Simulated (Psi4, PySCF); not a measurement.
The Psi4 input:
```
memory 2 GB

molecule {
1 2
Mg    0.02084867   -0.00292335   -0.00700014
F    -0.22416534    1.32081815   -1.17235055
F     0.19636712   -1.31692035    1.18168407
}

set {
  basis 6-31g**
  reference uks
  scf_type pk
  puream true
  d_convergence 1e-8
  dft_radial_points 99
  dft_spherical_points 590
}

energy('b3lyp5')
print_variables()
```

### Question
Convert this to an input for PySCF.

### Answer
This is not unique; one that fits is 
```python
from pyscf import gto, scf, dft

mol = gto.M(
    atom='''
Mg    0.020849   -0.002923   -0.007000
F    -0.224165    1.320818   -1.172351
F     0.196367   -1.316920    1.181684
''',
    basis='6-31g**',
    charge=1,
    spin=1,
    verbose=4,
)

mf = dft.UKS(mol)
mf.xc = 'b3lyp5'
mf.grids.atom_grid = (99, 590)
mf.grids.prune = None
mf.kernel()
```

Both were run: Psi4 gave -399.319885 Eh and PySCF -399.319888 Eh, 0.002 mEh apart.
